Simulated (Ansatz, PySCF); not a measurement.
This PySCF input computes a SVWN5/def2-TZVPD energy:

```python
from pyscf import gto, scf, dft

mol = gto.M(
    atom='''
    Ba   -0.01060137    0.50276458    0.12137069
    Cl    1.80171731   -0.38564381   -1.87680956
    Cl   -1.76679514   -1.27052188    1.47700023
    ''',
    basis='def2-tzvpd',
    ecp='def2-tzvp',
    charge=-1,
    spin=1,
    verbose=4,
)

mf = dft.UKS(mol, xc='svwn').density_fit(auxbasis='def2-universal-jkfit')
mf.grids.level = 3
mf.conv_tol = 1e-9
mf.max_cycle = 100
mf.max_memory = 1500
mf.kernel()
if not mf.converged:
    mf = mf.newton()
    mf.kernel(mf.make_rdm1())
for _ in range(2):
    mo, _, stable, _ = mf.stability(return_status=True)
    if stable:
        break
    mf.kernel(mf.make_rdm1(mo, mf.mo_occ))
mf.analyze()
```

**Question.** Write an input for the same energy in Ansatz (a program for electronic structure) and say what it gives.

**Answer.** 
Ansatz 0.2 input:
```yaml
crystal:
  periodic: [false, false, false]
  atoms:
    - {symbol: Ba, position_ang: [-0.01060137, 0.50276458, 0.12137069]}
    - {symbol: Cl, position_ang: [1.80171731, -0.38564381, -1.87680956]}
    - {symbol: Cl, position_ang: [-1.76679514, -1.27052188, 1.47700023]}
basis:
  gaussian:
    orbitals: def2-TZVPD
hamiltonian:
  xc: {name: SVWN5}
total_charge: -1
magnetization: {spin_polarized: true, initial_magnetization: 1}
output: {forces: true}
```
It gives -943.10289 Eh, and PySCF -943.09993 Eh, a difference of 2.96 mEh. That is more than fitting and grids explain: the two runs ended on different electronic states or use different definitions.
